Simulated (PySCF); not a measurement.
Ge(H)3(SMe) (CH6GeS), SMILES C[S][GeH3].

Coordinates come from a PBE-D3(BJ)/def2-SVP optimisation.

The numbers are results of PBE-D3(BJ)/def2-SVP in PySCF 2.14.0, not measurements.

Frequencies are harmonic and unscaled.

Problem. Estimate the vibrational spectrum. (The exact figures need the calculation; the answer reports its results.)

Solution. 
```json
[
 {"mode": "1", "ν (cm⁻¹)": "99", "IR (km/mol)": "0.6", "moving atoms (share of kinetic energy)": "H 88 %"},
 {"mode": "2", "ν (cm⁻¹)": "140", "IR (km/mol)": "0.1", "moving atoms (share of kinetic energy)": "H 98 %"},
 {"mode": "3", "ν (cm⁻¹)": "159", "IR (km/mol)": "0.4", "moving atoms (share of kinetic energy)": "C 44 %, H 28 %, S 14 %, Ge 14 %"},
 {"mode": "4", "ν (cm⁻¹)": "391", "IR (km/mol)": "21.8", "moving atoms (share of kinetic energy)": "S 65 %, Ge 28 %"},
 {"mode": "5", "ν (cm⁻¹)": "543", "IR (km/mol)": "17.8", "moving atoms (share of kinetic energy)": "H 88 %"},
 {"mode": "6", "ν (cm⁻¹)": "543", "IR (km/mol)": "16.4", "moving atoms (share of kinetic energy)": "H 93 %"},
 {"mode": "7", "ν (cm⁻¹)": "695", "IR (km/mol)": "4.9", "moving atoms (share of kinetic energy)": "C 59 %, S 31 %, H 10 %"},
 {"mode": "8", "ν (cm⁻¹)": "797", "IR (km/mol)": "179.2", "moving atoms (share of kinetic energy)": "H 97 %"},
 {"mode": "9", "ν (cm⁻¹)": "827", "IR (km/mol)": "30.1", "moving atoms (share of kinetic energy)": "H 99 %"},
 {"mode": "10", "ν (cm⁻¹)": "858", "IR (km/mol)": "45.3", "moving atoms (share of kinetic energy)": "H 99 %"},
 {"mode": "11", "ν (cm⁻¹)": "929", "IR (km/mol)": "4.2", "moving atoms (share of kinetic energy)": "H 84 %, C 15 %"},
 {"mode": "12", "ν (cm⁻¹)": "944", "IR (km/mol)": "7.0", "moving atoms (share of kinetic energy)": "H 80 %, C 17 %"},
 {"mode": "13", "ν (cm⁻¹)": "1284", "IR (km/mol)": "6.9", "moving atoms (share of kinetic energy)": "H 87 %, C 13 %"},
 {"mode": "14", "ν (cm⁻¹)": "1396", "IR (km/mol)": "9.1", "moving atoms (share of kinetic energy)": "H 96 %"},
 {"mode": "15", "ν (cm⁻¹)": "1405", "IR (km/mol)": "9.6", "moving atoms (share of kinetic energy)": "H 95 %"},
 {"mode": "16", "ν (cm⁻¹)": "2057", "IR (km/mol)": "78.1", "moving atoms (share of kinetic energy)": "H 99 %"},
 {"mode": "17", "ν (cm⁻¹)": "2061", "IR (km/mol)": "127.2", "moving atoms (share of kinetic energy)": "H 98 %"},
 {"mode": "18", "ν (cm⁻¹)": "2107", "IR (km/mol)": "94.7", "moving atoms (share of kinetic energy)": "H 99 %"},
 {"mode": "19", "ν (cm⁻¹)": "2972", "IR (km/mol)": "21.8", "moving atoms (share of kinetic energy)": "H 98 %"},
 {"mode": "20", "ν (cm⁻¹)": "3074", "IR (km/mol)": "6.0", "moving atoms (share of kinetic energy)": "H 90 %, C 10 %"},
 {"mode": "21", "ν (cm⁻¹)": "3089", "IR (km/mol)": "1.5", "moving atoms (share of kinetic energy)": "H 90 %, C 10 %"}
]
```
